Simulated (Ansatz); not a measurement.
**Counterpoise correction, worked out**

The pair of H₂ (SMILES [H][H], atoms 1–2) and BH₃O₃ (SMILES OB(O)O, atoms 3–9), both closed shells, in one local arrangement (a lower one may exist), relaxed at PBE0-D4/def2-TZVP:

H1  (0.829, -0.035, -2.635)
H2  (0.111, 0.136, -2.752)
O3  (0.245, 1.280, 0.373)
B4  (-0.139, 0.109, 0.964)
O5  (-0.363, 0.148, 2.305)
O6  (-0.311, -1.088, 0.306)
H7  (0.396, 1.226, -0.570)
H8  (-0.628, -0.709, 2.644)
H9  (-0.141, -1.067, -0.636)
(Å)

Ansatz 0.2.0; basis: def2-TZVPPD; cores frozen in the correlated methods.

CCSD(T) total energies in eV:

| system | geometry | basis functions | energy |
| --- | --- | --- | --- |
| pair | pair | all | -6893.68721 |
| H₂ | as in the pair | all (partner as ghosts) | -31.90638 |
| BH₃O₃ | as in the pair | all (partner as ghosts) | -6861.74145 |
| H₂ | as in the pair | its own | -31.90410 |
| BH₃O₃ | as in the pair | its own | -6861.73710 |
| H₂ | free (PBE0-D4 minimum) | its own | -31.90433 |
| BH₃O₃ | free (PBE0-D4 minimum) | its own | -6861.73670 |

(1) Work out the interaction energy with and without the counterpoise correction, the superposition error, and the binding energy from the relaxed fragments.

T1 diagnostic: at most 0.013.

Results:

(1) Without correction: -6893.68721 − (-31.90410) − (-6861.73710) = -0.04601 eV.
With correction (each fragment in the whole basis): -6893.68721 − (-31.90638) − (-6861.74145) = -0.03938 eV = -0.91 kcal/mol.
The superposition error is the difference, 0.00663 eV, 14 % of the uncorrected value: each fragment borrows its partner's functions.
Deformation from the free shapes: 0.00023 eV for H₂ and -0.00040 eV for BH₃O₃ (a small negative value is possible, since the free shapes are minima of another method).
Binding energy from relaxed fragments: -0.03938 + 0.00023 + (-0.00040) = -0.03955 eV = -0.91 kcal/mol (electronic, without zero-point energy; negative means bound). For comparison, the corrected interaction energy by CCSD(T) at an estimated basis limit (MP2 extrapolated from triple and quadruple zeta, plus CCSD(T) − MP2 in triple zeta) is -0.046 eV; triple zeta with the correction binds less.

For scale, one of the runs: CCSD(T)/def2-TZVPPD, 242 basis functions, launched by `ansatz run in.yaml --threads 4 --pin off --events-out ev --progress --plain --max-ram 9574MiB`. Hardware: 4 CPU threads of an Arm Neoverse V1, shared host. Wall time 85 s; peak host memory 5 GiB.
